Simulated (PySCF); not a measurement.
Ti(OH)3 (H3O3Ti), SMILES [OH][Ti+]([OH])[OH], charge +1, multiplicity 1. Geometry optimised at PBE-D3(BJ)/def2-SVP. The spin state was assumed, not searched. The isomer is the one that the SMILES or the coordinates give; other isomers of the formula were not compared. Other conformers were not sampled.

Computed equilibrium geometry at PBE-D3(BJ)/def2-SVP (PySCF confirms it by a frequency run) as Cartesian coordinates in Å, and its point group (one conformer of several):
point group C3.
```xyz
7

Ti     0.0000     0.0000    -0.2894
O     -1.4105     0.8932     0.1855
H     -1.7864     1.6778     0.6377
O      1.4787     0.7749     0.1855
H      2.3462     0.7082     0.6377
O     -0.0683    -1.6681     0.1855
H     -0.5598    -2.3860     0.6377
```
Charge +1, spin multiplicity 1.
